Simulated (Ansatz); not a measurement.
Geometry optimisation, RHF/def2-SVP in Ansatz.

input.yaml

```yaml
crystal:
  periodic: [false, false, false]
  atoms:
    - { symbol: In, position_ang: [0.0, 0.0, 0.0] }
    - { symbol: O, position_ang: [0.0, 0.0, 2.34] }
    - { symbol: H, position_ang: [-0.9095, -0.2814, 2.6771] }
    - { symbol: Cl, position_ang: [2.113, 0.0, -1.22] }
    - { symbol: Cl, position_ang: [-2.113, 0.0, -1.22] }
    - { symbol: H, position_ang: [0.4415, 1.9141, 0.6527] }
    - { symbol: H, position_ang: [0.3347, 1.4511, 1.654] }
basis:
  gaussian: { orbitals: def2-SVP }
hamiltonian:
  xc: hf
relax:
  f_tol: 0.15
  max_steps: 25
  restrain:
    - { distance: [0, 5], at: 2.97, k: 30.0 }
    - { distance: [6, 1], at: 2.21, k: 30.0 }
    - { distance: [0, 1], at: 1.99, k: 30.0 }
    - { distance: [6, 5], at: 0.66, k: 30.0 }
```

Command:

```bash
$ ansatz run input.yaml --threads 1 --pin off --max-ram 2048MiB --backend cpu --events-out ev --progress --plain --runs-dir out
```

Where does it end, and by what steps?

The forces met the threshold. The restraints hold the end off the free minimum. After 6 steps the energy has fallen by 2.325 eV (the restraints' own energy left out); H6 moved furthest, 0.75 Å. Joined: H6–H7 (1.11 → 0.72 Å).

```
step  energy less start (eV)  largest force component (eV/Å)  accepted
   0                  0.0000                           3.120       yes
   1                 -1.0928                           2.495       yes
   2                 -1.7373                           1.699       yes
   3                 -2.1996                           1.355       yes
   4                 -2.3069                           1.188       yes
   5                 -2.2870                           1.586        no
   6                 -2.3254                           1.164       yes
```

```xyz
7
Properties=species:S:1:pos:R:3
In -0.033 -0.219 0.017
O -0.029 -0.210 1.996
H -0.845 -0.365 2.452
Cl 1.952 -0.365 -1.188
Cl -2.063 -0.168 -1.140
H 0.500 2.475 1.146
H 0.383 1.936 1.601
```

Run time: 23 s on 1 thread of Arm Neoverse V1, on a shared host, peak memory 0.19 GiB.
